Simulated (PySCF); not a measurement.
Molecule: SMILES CSc1ccsc1, C5H6S2.

Atom-mapped SMILES (the numbers label the heavy atoms): `[CH3:1][S:2][c:3]1[cH:4][cH:5][s:6][cH:7]1` (H(Xn): hydrogen on atom n).

Geometry PBE0-D3(BJ)/def2-SVP throughout; GIAO in PySCF 2.14.0 with density-fitted response routines, gas phase, one conformer, non-relativistic; equivalent atoms averaged; basis pcSseg-1.

Question: How do the absolute shieldings σ depend on the functional? (a selection of nuclei; ppm; last column core-seconds on shared hosts with different chips, so compare them loosely)

Answer: 
```tsv
functional	kind	C3	C4	C7	C1	S2	H(C5)	H(C4)	H(C7)	H(C1)	core-s
HF	Hartree–Fock	45.6	58.2	67.0	174.4	562.2	24.30	24.69	25.32	29.37	7.2
BLYP	GGA	32.3	47.2	62.4	155.0	436.9	24.49	24.67	25.62	29.02	20
BP86	GGA	38.6	51.9	67.8	160.1	459.3	24.30	24.47	25.44	28.92	21
OPBE	GGA	52.8	62.4	78.1	166.0	487.4	24.18	24.36	25.27	28.89	39
KT2	GGA	50.9	63.0	79.2	164.4	489.1	24.28	24.43	25.44	28.82	22
KT3	GGA	52.3	63.5	78.7	162.8	482.1	24.44	24.62	25.54	28.98	22
B97-D	GGA	42.1	55.2	70.2	158.8	461.3	24.50	24.68	25.60	29.04	21
PBE0	global hybrid	41.3	53.7	67.4	165.9	494.4	24.12	24.35	25.21	28.95	17
WP04	global hybrid	27.4	41.3	52.0	150.8	422.4	24.67	24.97	25.64	29.29	28
```

Question: Which nucleus among those listed moves most, in ppm?

Answer: S2 (sulfide sulfur): from 422.4 ppm with WP04 to 562.2 ppm with HF. The smallest spread is 0.44 ppm, at H(C7). Proton shifts span only some 12 ppm, so a few tenths of a ppm matter as much there as several ppm in carbon.
